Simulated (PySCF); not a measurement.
trifluorosilylmethanol (CH3F3OSi), SMILES F[Si](CO)(F)F.

The structure is a stationary point at PBE-D3(BJ)/def2-SVP. The values are those of a single conformer.

Computed with PBE-D3(BJ)/def2-SVP (PySCF).

Frequencies are harmonic and unscaled.

Computed harmonic wavenumbers and intensities:
| mode | ν (cm⁻¹) | IR (km/mol) | moving atoms (share of kinetic energy) |
|---|---|---|---|
| 1 | 70 | 5.3 | O 37 %, F 33 %, H 18 %, C 8 % |
| 2 | 112 | 3.1 | F 50 %, O 37 % |
| 3 | 184 | 6.1 | F 48 %, H 32 %, C 17 % |
| 4 | 251 | 7.3 | F 68 %, O 20 %, C 8 % |
| 5 | 290 | 20.2 | F 77 %, Si 16 % |
| 6 | 321 | 21.8 | F 62 %, Si 17 %, C 9 %, O 9 % |
| 7 | 369 | 170.6 | H 60 %, O 13 %, F 11 %, C 8 % |
| 8 | 409 | 15.8 | F 37 %, H 29 %, Si 21 %, C 9 % |
| 9 | 652 | 0.5 | C 42 %, F 39 %, H 13 % |
| 10 | 746 | 5.6 | H 62 %, C 28 %, F 10 % |
| 11 | 854 | 163.7 | F 44 %, Si 42 % |
| 12 | 945 | 141.8 | Si 50 %, F 48 % |
| 13 | 960 | 168.0 | Si 50 %, F 45 % |
| 14 | 1044 | 97.9 | O 46 %, C 39 %, H 13 % |
| 15 | 1129 | 26.3 | H 91 % |
| 16 | 1253 | 3.9 | H 74 %, C 24 % |
| 17 | 1343 | 29.2 | H 82 %, C 11 % |
| 18 | 1395 | 5.9 | H 95 % |
| 19 | 2906 | 31.2 | H 94 % |
| 20 | 3026 | 4.5 | H 92 %, C 8 % |
| 21 | 3691 | 38.2 | H 94 % |
